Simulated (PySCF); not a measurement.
How methods differ on the excitation energy of Te²⁺

Te²⁺ [Kr] 4d10 5s2 5p2 (3P) → Te²⁺ [Kr] 4d10 5s1 5p3 (5S), as a difference of total energies. Computed with PySCF 2.14 in aug-cc-pVQZ-DK3, with the spin-free X2C one-electron Hamiltonian (Gaussian nucleus). Correlated levels: valence: [Kr] 4d10 frozen. The calculations carry no spin-orbit coupling.

```
           method  excitation energy (eV)
              UHF                   5.371
              LDA                   8.166
              PBE                   7.883
             PBE0                   7.400
           r2SCAN                   6.967
          wB97M-V                   7.475
            HSE06                   7.501
             BP86                   7.932
    MP2 (valence)                   6.294
SCS-MP2 (valence)                   6.694
```

Question: How much does correlation contribute at MP2 (valence)?

Answer: 6.294 − (5.371) = 0.923 eV, measured against UHF.

A first-order spin-orbit estimate (lowest level to lowest level, LS coupling) adds 0.612 eV.
